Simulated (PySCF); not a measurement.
# Excitation energy of Ca⁺ by level of theory

Ca⁺ [Ar] 4s1 (2S) → Ca⁺ [Ar] 3d1 (2D), as a difference of total energies. Computed with PySCF 2.14 in x2c-TZVPPall (6s5p3d, 36 functions), with scalar relativity by spin-free X2C-1e. Correlated levels: valence and next inner shell: [Ne] frozen. The calculations carry no spin-orbit coupling.

Q: Order these methods by the excitation energy they give, lowest first.
A. wB97M-V
B. UHF
C. MP2 (valence and next inner shell)
D. r2SCAN

A: D (1.481 eV), A (1.630 eV), B (2.363 eV), C (2.706 eV).

Errors of the correlated levels include the incompleteness of this basis and the frozen core.

For comparison: 1.697 eV (measured; NIST levels, between the centres of gravity of the two terms).
